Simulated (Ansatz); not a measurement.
Calculated with Ansatz (gas phase, PBE0-D4/def2-TZVP geometries, no zero-point term in ΔE). CBS: MP2 limit from def2 TZ/QZ plus the TZ coupled-cluster correction, frozen cores. Functionals use def2-TZVPP. B3LYP here is the variant with VWN-RPA as its local correlation; programs differ in this. Elements past krypton have def2 core potentials. For Te outer-core shells are correlated without core-valence functions, which leaves a few kJ/mol of doubt a bond. Each species was taken in one conformer, which may not be the lowest.

Reaction (substitution at a C–C bond): `C#CCNCO` + H₂Te → `C#C[TeH]` + `CNCO`

(1) Is it downhill or uphill in electronic energy at CCSD(T)/CBS, and by how much? (Best estimate.)

(2) What do these levels give: PBE-D4, B3LYP-D4, ωB97X-V, ωB97M-V, PBE, r2SCAN, MP2/def2-TZVPP, SCS-MP2/def2-TZVPP, CCSD/def2-TZVPP, CCSD(T)/def2-TZVPP, SCS-MP2/def2-QZVPP, CCSD/CBS(def2)? (An estimate is asked.)

Largest T1 diagnostic among the species: 0.012.

Answers

(1) Computed: Uphill: ΔE = +0.05 eV.

(2) The calculation gave: PBE-D4 0.11, B3LYP-D4 0.10, ωB97X-V 0.12, ωB97M-V 0.12, PBE 0.09, r2SCAN 0.11, MP2/def2-TZVPP 0.03, SCS-MP2/def2-TZVPP 0.02, CCSD/def2-TZVPP 0.09, CCSD(T)/def2-TZVPP 0.08, SCS-MP2/def2-QZVPP 0.01, CCSD/CBS(def2) 0.07 eV.

In def2-TZVPP, CCSD(T) changes the Hartree–Fock value by −0.06 eV (the triples alone add −0.02 eV) and MP2 by −0.11 eV.
